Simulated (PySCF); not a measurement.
Polarisability and C₆ of Ta (tantalum, neutral)

[Xe] 4f14 5d3 6s2, high-spin 4F determinant. All numbers are calculated (PySCF 2.14, scalar relativity through the core potential, in aug-cc-pVTZ-PP with one added diffuse shell each of s, p, d, f, g type with ECP60MDF (7s7p6d4f3g, 113 functions)). Coupled (time-dependent) response in atomic units; α is the mean over directions.

```csv
method,mean α (bohr³),C₆ (like pair),S(−4)
PBE0,87.12,1131,2995
```

S(−4) is the Cauchy moment in α(ω) = α(0) + S(−4) ω² + …

Reference α: 74 ± 20 bohr³ (recommended; Schwerdtfeger and Nagle, table of static dipole polarizabilities (2023 update)). Published C₆: 887.0 (Gould and Bucko (2016)).

Spin-orbit coupling is absent.

α(iu) at PBE0:

| u (hartree) | α(iu) (bohr³) |
| --- | --- |
| 0 | 87.12 |
| 0.0500 | 80.40 |
| 0.100 | 66.28 |
| 0.200 | 41.55 |
| 0.300 | 27.54 |
| 0.500 | 15.02 |
| 0.750 | 8.962 |
| 1.00 | 6.140 |
| 1.50 | 3.519 |
| 2.00 | 2.309 |
| 3.00 | 1.213 |
| 5.00 | 0.4959 |

A single London oscillator, α(iu) = α/(1 + u²/ω²), gives C₆ = (3/4) ω α². Matching the computed C₆ needs ω = 4 × 1131 / (3 × 87.12²) = 0.199 hartree.

Energies and moments cover only the electrons outside the core potential. Spin-orbit coupling, absent here, splits the open shell strongly.
